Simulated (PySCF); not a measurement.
# Gas-phase thermal properties of TeO₂

Method: PySCF energies (xtb for GFN2) plus ideal-gas RRHO corrections (1 bar). All species are closed-shell singlets. Te: scalar-relativistic def2 core potential, no spin-orbit coupling. The harmonic model lacks anharmonicity and excited electronic states, which grow with temperature; levels with a mode under 35 cm⁻¹ are left out.

```tsv
level	point group	σ	ZPE (kJ/mol)	S°298 (J/mol/K)	Cp298 (J/mol/K)	S°1000 (J/mol/K)	H1000 − H298 (kJ/mol)
GFN2-xTB	C2v	2	11.1	272.9	46.0	336.3	37.5
PBE/def2-SVP	C2v	2	11.1	274.6	46.0	337.9	37.4
PBE0/def2-TZVP	C2v	2	12.7	272.1	44.4	333.9	36.7
```
σ: rotational symmetry number. Electronic degeneracy used: 1. Frequencies are unscaled.
